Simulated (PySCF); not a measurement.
**Structure from NMR data**

Molecular formula: C4H11NSi3. Simulated spectra:

1H NMR (300 MHz, computed): δ 5.25 (m, 1H), 5.16 (m, 1H), 5.10 (m, 1H), 4.18 (m, 1H), 4.05 (m, 1H), 1.92 (m, 1H), 0.85 (m, 1H), 0.81 (m, 3H), 0.55 (m, 1H).

13C{1H} NMR (computed): δ 126.6 (C), -3.0 (CH), -7.1 (CH2), -11.1 (CH3).

[PySCF: GFN2-xTB geometry; shielding tensors at PBE0/pcSseg-1 (GIAO); no solvent model; single conformer; no relativistic terms; rapidly exchanging positions averaged]

Scale: TMS for 1H (σ = 31.72 ppm), 13C (σ = 186.93 ppm) (reference shieldings calculated alike).

Task: Deduce the structure.

Result: 
Rings plus π bonds: 3 (1 ring in the answer). 4 carbon signals for 4 carbons: no two carbons are equivalent. Carbon types of the structure: 1 × C, 1 × CH, 1 × CH2, 1 × CH3, leaving 5 H on heteroatoms. δC 126.6: nitrile carbon; typical of a nitrile. δC -3.0: sp3 CH bonded to 2 Si, α to a nitrile; an electropositive neighbour leaves it electron-rich and shielded. δC -7.1: sp3 CH2 bonded to 2 Si; an electropositive neighbour leaves it electron-rich and shielded. δC -11.1: methyl carbon bonded to Si; an electropositive neighbour leaves it electron-rich and shielded. δH 4.18, 4.05: hydrogen on a silicon bonded to C, Si. δH 0.85, 0.55: hydrogen on an sp3 CH2 bonded to 2 Si; an electropositive neighbour shields it, as in TMS itself. δH 0.81: hydrogen on a methyl carbon bonded to Si; an electropositive neighbour shields it, as in TMS itself.

Structure: SMILES C[SiH2][Si@@H]1C[SiH2][C@@H]1C#N.

This is the structure that produced the data.

Shifts are as computed. Against solution values, carbons near 30 ppm lie about +3 ppm off and those near 130 ppm about +5 ppm. Of 1211 compounds with measured shifts, 218 miss one by over three times the rms of a fit or turn the order of signals round; such compounds aren't used in these exercises. No couplings were computed; multiplicities are counted from neighbouring protons, with m where these are inequivalent, close in shift, in a saturated or five-membered ring or joined by F or P, and br s for small geminal =CH2 splittings.
